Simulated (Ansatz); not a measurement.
System: AlI₂, charge 1, multiplicity 1. 
Structure (B3LYP-D3(BJ)/def2-TZVP (Ansatz, a first-principles code) minimum search):
```xyz
3

Al     0.0000     0.0000     0.0000
I      0.0000     0.0000    -2.3695
I      0.0000     0.0000     2.3695
```
Charge +1, spin multiplicity 1.

Basis-set convergence of Hartree-Fock and MP2 correlation energies (hartree) with Ansatz. Cores are frozen in the correlated levels unless marked. Spin-orbit coupling is left out. The frozen core is the preceding noble-gas configuration, with the filled d and f shells of earlier blocks. In def2 rows, elements after Kr have scalar-relativistic effective core potentials.

| basis | functions | E(HF) | E(corr, MP2) |
|---|---|---|---|
| def2-SVPD | 94 | -834.99512 | -0.24149 |
| def2-TZVPPD | 166 | ? | ? |

Some entries are withheld; supply them.


- def2-TZVPPD, E(HF): -835.09844
- def2-TZVPPD, E(corr, MP2): -0.31881
